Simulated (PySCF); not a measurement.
**Electron correlation in As¹⁹⁺ (arsenic, charge +19)**

[Ne] 3s2 3p2, high-spin 3P determinant. Computed with PySCF 2.14 in an uncontracted even-tempered set (18 s from 1.7 bohr⁻², ratio 2.5; 12 p from 2.2 bohr⁻², ratio 2.5; 5 d from 10 bohr⁻², ratio 2.7; 4 f from 16 bohr⁻², ratio 2.7), with the spin-free X2C one-electron Hamiltonian (Gaussian nucleus). Frozen: 1s2; 12 electrons correlated; the 22 highest virtual orbitals of each spin left out.

```
  level  correlation energy (mhartree)
   CCSD                        -486.30
    (T)                          -2.13
CCSD(T)                        -488.43
```

Diagnostics: T1 = 0.0016, D1 = 0.0070, largest double amplitude 0.078.

Problem. Is a single reference adequate?

Solution. Mostly. T1 lies below 0.03, but a double amplitude of this size points to a near-degeneracy that CCSD handles and MP2 describes poorly.

At this charge the one-electron X2C treatment keeps the bare 1/r₁₂, with no two-electron picture change or Breit term. The effect here is smaller than on the frozen 1s shell; and a scalar Hamiltonian misses the large spin-orbit splitting of the p shells, which matters for ns² → np² pairs.

Spin-orbit coupling is strong in this species, so the high-spin LS determinant is a model state.
